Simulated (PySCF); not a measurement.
C4H5FO, SMILES O=CC1(F)CC1. Geometry optimised at PBE-D3(BJ)/def2-SVP. One conformer was computed; it need not be the lowest.

Q: Give the equilibrium geometry at PBE-D3(BJ)/def2-SVP (PySCF confirms it by a frequency run) as Cartesian coordinates in Å, and its point group. (The exact figures need the calculation; the answer reports its results.)

A: Several could match; the one computed here: point group Cs.
```xyz
11

O     -0.2746    -2.0355     0.0000
C      0.5669    -1.1564     0.0000
C      0.2465     0.3008     0.0000
F      1.3582     1.1038     0.0000
C     -0.9791     0.7796     0.7511
C     -0.9791     0.7796    -0.7511
H      1.6783    -1.3676     0.0000
H     -0.8622     1.7439     1.2686
H     -1.5563     0.0042     1.2789
H     -0.8622     1.7439    -1.2686
H     -1.5563     0.0042    -1.2789
```
